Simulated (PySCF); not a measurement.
acetylene (C$_{2}$H$_{2}$), singlet, at a GFN2-xTB geometry, with bond 4-1 at 1.3 times its length. Base run: HF/def2-SV(P) (PySCF).

Input for PySCF:
```python
from pyscf import gto, scf

mol = gto.Mole()
mol.atom = '''
    C    -0.000000   -0.000000   -0.596862
    C     0.000000    0.000000    0.596862
    H     0.000000    0.000000    1.646575
    H     0.000000    0.000000   -1.961488
'''
mol.basis = 'def2-sv(p)'
mol.charge = 0
mol.spin = 0
mol.verbose = 4
mol.build()

mf = scf.RHF(mol)
mf.kernel()
```

The base run was repeated with changes; each row names its change, and settings that it needs were set with it.

```json
[
 {"change": "base", "ΔE vs base (mEh)": "0.000", "SCF cycles": "9"},
 {"change": "damp = 0.5; diis_start_cycle = 5", "ΔE vs base (mEh)": "0.000", "SCF cycles": "10"},
 {"change": "init_guess = 1e", "ΔE vs base (mEh)": "0.000", "SCF cycles": "10"},
 {"change": "level_shift = 0.3 (with mf.max_cycle = 100)", "ΔE vs base (mEh)": "0.000", "SCF cycles": "10"},
 {"change": "diis = off; damp = 0.6 (with mf.diis_start_cycle = 200; with mf.max_cycle = 150)", "ΔE vs base (mEh)": "0.000", "SCF cycles": "28"},
 {"change": "conv_tol = 1e-4", "ΔE vs base (mEh)": "0.000", "SCF cycles": "5"},
 {"change": "init_guess = mod_huckel", "ΔE vs base (mEh)": "0.000", "SCF cycles": "9"},
 {"change": "diis_space = 20", "ΔE vs base (mEh)": "0.000", "SCF cycles": "9"},
 {"change": "level_shift = 0.5 (with mf.max_cycle = 100)", "ΔE vs base (mEh)": "0.000", "SCF cycles": "12"},
 {"change": "DIIS = EDIIS", "ΔE vs base (mEh)": "0.000", "SCF cycles": "27"},
 {"change": "init_guess = huckel", "ΔE vs base (mEh)": "0.000", "SCF cycles": "9"},
 {"change": "solver = newton", "ΔE vs base (mEh)": "0.000", "SCF cycles": "-"},
 {"change": "conv_tol = 1e-6", "ΔE vs base (mEh)": "0.000", "SCF cycles": "6"}
]
```
